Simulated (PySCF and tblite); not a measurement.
Results of a calculation; reference values are marked as such.
System: C₅H₁₀GeSi, numbered as in [SiH3:1][C:2]1([GeH3:3])[CH:4]=[CH:5][CH:6]=[CH:7]1.

For the shift of Si1 from C2 to C7: electronic barrier 17.60 kcal/mol, zero-point change -0.01 kcal/mol, thermal and entropy terms at 250 K a further 0.43 kcal/mol (symmetry numbers apart). The minimum is Cs, the saddle C1. Geometries: PBE0-D3(BJ)/def2-SVP; energies: B3LYP/pcSseg-1 + D3(BJ); zero-point and thermal terms from GFN2-xTB harmonic modes (soft modes blended into free rotors). Rates follow Eyring's equation with the number of equivalent paths and no tunnelling. Run with tblite and PySCF.

How many equivalent paths lead out of the minimum?

2: the symmetry number of the minimum is 1, that of the saddle displaced along its mode 1, and the displaced saddle is chiral while the minimum is not, which doubles the count.

Work out the rate at 250 K.

ΔG‡ = 18.02 kcal/mol; k_B T/h = 5.2×10¹² s⁻¹; exp(−ΔG‡/RT) = 1.8×10⁻¹⁶; times 2 gives k = 0.0018 s⁻¹. Wigner's tunnelling factor for the 234i cm⁻¹ mode would be 1.07.

Spin–orbit effects of heavy atoms on shieldings are missing.
